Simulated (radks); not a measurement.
Coulomb parameter of the 3d shell of the zinc ion Zn2+ in the model configuration [Ar] 3d9 4s1, as a second difference U = [E(n + 0.5) + E(n - 0.5) - 2 E(n)] / (0.5)^2 with all orbitals relaxed. "Bare": the charge of the atom changes with n. "Screened": the 4s shell takes up the change at fixed total charge, which measures U(3d,3d) + U(4s,4s) - 2 U(3d,4s). Method: Dirac Kohn-Sham, PBE, spin-unpolarised, spherical densities, finite nucleus; open shells are shared between the two j in proportion to 2j + 1; Fermi nuclear charge, rms radius 3.9283 fm; computed with a radial shooting solver on a logarithmic mesh with Libxc functionals.

case,configuration,E - E(n) (eV)
start,[Ar] 3d9 4s1,0.000
bare +0.5,[Ar] 3d9.5 4s1,-16.557
bare -0.5,[Ar] 3d8.5 4s1,21.499
screened +0.5,[Ar] 3d9.5 4s0.5,-5.658
screened -0.5,[Ar] 3d8.5 4s1.5,6.953

U(bare) = 19.766 eV, U(screened by 4s) = 5.178 eV.
